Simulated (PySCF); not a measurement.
Compound: C8H10NP.
Atom-mapped SMILES: `[N:1]#[C:2][CH2:3][CH2:4][P:5]1[CH:6]=[CH:7][CH2:8][CH:9]=[CH:10]1`

Structure used (GFN2-xTB), in Å, numbered top down from 1:
```xyz
20
C8H10NP angstrom
N      2.419    1.674    1.496
C      2.238    0.712    0.905
C      2.057   -0.503    0.154
C      1.668   -0.228   -1.304
P     -0.143    0.154   -1.593
C     -0.849   -1.264   -0.709
C     -1.792   -1.152    0.217
C     -2.343    0.145    0.721
C     -1.383    1.291    0.607
C     -0.410    1.381   -0.288
H      1.285   -1.105    0.646
H      3.003   -1.054    0.191
H      1.892   -1.110   -1.913
H      2.253    0.604   -1.705
H     -0.505   -2.238   -1.038
H     -2.210   -2.041    0.675
H     -2.645    0.028    1.766
H     -3.253    0.387    0.158
H     -1.521    2.081    1.334
H      0.234    2.250   -0.324
```

Probes without a nucleus sit at each ring's centroid and 1 Å off its mean plane on both sides; NICS is minus the shielding there, NICSzz its component along the normal. Level: GIAO PBE0/pcSseg-1 (PySCF, non-relativistic, gas phase) on the GFN2-xTB geometry, one conformer.

Ring bond lengths (Å), with Mayer bond orders in brackets: P5–C6 1.814 (0.94), C6–C7 1.326 (1.90), C7–C8 1.497 (1.06), C8–C9 1.498 (1.06), C9–C10 1.326 (1.91), C10–P5 1.811 (0.95).

What do the NICS probes read (ppm)?

```tsv
ring	type	NICS(0)	NICS(1), two faces	NICS(1)zz, two faces	rms pucker (Å)	centre to ring atoms, mean (Å)
P5–C6–C7–C8–C9–C10	6-membered ring with P; formal bonds 2 double, 4 single	-1.2	-1.4 / -3.7	0.0 / -2.5	0.18	1.52
```

What can be read from them?

- P5–C6–C7–C8–C9–C10: mean NICS(1)zz -1.3 ppm, near zero. C8 has four or more neighbours, and the NICS criterion for π rings isn't applied.

At the second NICS(1) probe listed for ring P5–C6–C7–C8–C9–C10, 1 Å off the ring, how large is the induced field along the normal in 7.05 T applied along it?

NICSzz × B0 = -2.5 ppm × 7.05 T = -18 μT, against the applied field.

How shielded are the nuclei of the rings and their hydrogens (means over atoms taken as equivalent)?

| atoms | environment | σ isotropic (ppm) | principal values of the symmetric part, first atom (ppm) |
| --- | --- | --- | --- |
| P5 | phosphine phosphorus | 389.1 | 276.3, 372.5, 518.5 |
| C6 (×2) | alkene CH carbon | 54.2 | -50.0, 54.4, 160.2 |
| C7 (×2) | alkene CH carbon | 46.9 | -72.7, 40.5, 168.4 |
| C8 | allylic carbon | 153.9 | 132.9, 163.7, 165.0 |
| H15 (×2) | vinylic hydrogen | 25.37 | 24.0, 25.1, 28.2 |
| H16 (×2) | vinylic hydrogen | 25.03 | 22.7, 24.4, 27.8 |
| H17 (×2) | methylene hydrogen | 28.63 | 24.2, 27.3, 33.9 |

On one thread of an Arm Neoverse V1, shared host with 32 logical CPUs at a one-minute load of 24, this took 66 s wall (grids of density and orbitals included) and 0.99 GiB of memory at its peak. This is the whole shielding run at PBE0/pcSseg-1, SCF included.
